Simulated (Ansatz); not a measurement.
Species: MgI (charge 0, doublet). 
Structure (B3LYP-D3(BJ)/def2-TZVP (Ansatz, a program for electronic structure) minimum search):
```
Mg
I 1 2.6066
```
Charge 0, spin multiplicity 2.

Computed values are from Ansatz. Cores are frozen in the correlated levels unless marked. Open shells are spin-unrestricted. Spin-orbit coupling is left out. Frozen are the shells of the preceding noble gas and the d and f shells that filled before the atom's block. In def2 rows, elements after Kr have scalar-relativistic effective core potentials. Basis-set limits of correlation are two-point, X^-3; Hartree-Fock from the larger set.

Task: What is the T1 diagnostic at CCSD/def2-QZVPPD?

Result: 0.012.

Task: What is the total energy at CCSD(T)/CBS(def2-TZVPPD,def2-QZVPPD)?

Result: -496.5608 Eh.

Task: What is the dipole moment at CCSD(T)/def2-SVPD?

Result: 3.26 D.

Task: What is the atomisation energy De at CCSD(T)/CBS(def2-TZVPPD,def2-QZVPPD)?

Result: 223.2 kJ/mol.
